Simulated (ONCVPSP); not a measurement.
## Transferability test, ONCV potential for potassium (K)

| Property | Result |
| --- | --- |
| Element | potassium |
| Generator | ONCVPSP 4.0.1 |
| Type | optimised norm-conserving Vanderbilt (ONCV) |
| Functional | PBE |
| Relativity | fully relativistic |
| Frozen core | [Ne] |
| Valence charge | 9 |
| Reference configuration | 3s2 3p6 4s1 |
| Partial waves | 3s+4s: rc 2.10 bohr, ncon 3, nbas 7, qcut 6 1/bohr, 2 projectors; 3p: rc 1.75 bohr, ncon 4, nbas 8, qcut 8.2 1/bohr, 2 projectors, debl 3.9 Ha; d scattering state at 0.38 Ha: rc 2.05 bohr, ncon 5, nbas 9, qcut 4.1 1/bohr, 2 projectors, debl 3.2 Ha |
| Local potential | polynomial inside 1.15 bohr (lpopt 5, dvloc0 6 Ha) |
| Core correction | none |

Open shells are filled in proportion to 2j + 1.

Energies are relative to the spin-unpolarised reference configuration 3s2 3p6 4s1; without spin polarisation the order of configurations can differ from experiment.

```tsv
valence configuration	charge	ΔE all-electron (eV)	error AE − PS (meV)
3s2 3p6 4s0	+1	4.314	0.0
3s2 3p6 4s0.5	+0.5	1.641	0.0
3s2 3p6 4s0 4p1	0	1.553	+0.1
```

Task: What are ΔE and the potential's error for 3s2 3p5 4s1?

Result: ΔE = 24.930 eV all-electron; the error (AE − PS) is +12 meV.

Levels in the configuration 3s2 3p5 4s1:

| level | all-electron (eV) | pseudo (eV) |
| --- | --- | --- |
| 3s j=1/2 | -48.444 | -48.507 |
| 3p j=3/2 | -31.310 | -31.283 |
| 3p j=1/2 | -31.604 | -31.576 |
| 4s j=1/2 | -8.601 | -8.603 |

These tests converged, but a pseudo level misses the all-electron one widely, so the file describes the atom poorly there or has found another state: 3s2 3p6 4s0 4p1: empty 4s by 3.2 eV.
